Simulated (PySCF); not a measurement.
Job for PySCF: R-HF/3-21G on KBr, 2S+1 = 1, a spin state set in the input, which need not be the lowest, a point of a bond scan (R = 3.119 Å).

```python
from pyscf import gto, scf, dft, mp
from pyscf.data.elements import chemcore

mol = gto.M(
    atom='''
    K     0.00000000    0.00000000    0.00000000
    Br    0.00000000    0.00000000    3.11856400
    ''',
    basis='3-21g',
    charge=0, spin=0, verbose=3, max_memory=1800)
mf = scf.RHF(mol)
mf.conv_tol = 1e-8
mf.max_cycle = 100
mf.kernel()
if not mf.converged:
    mf = mf.newton().run(mf.mo_coeff, mf.mo_occ)
```

Output:

```
converged SCF energy = -3156.27977580656
```

Self-consistency was reached.

Cost: about 0.15 core-seconds (a rough figure).
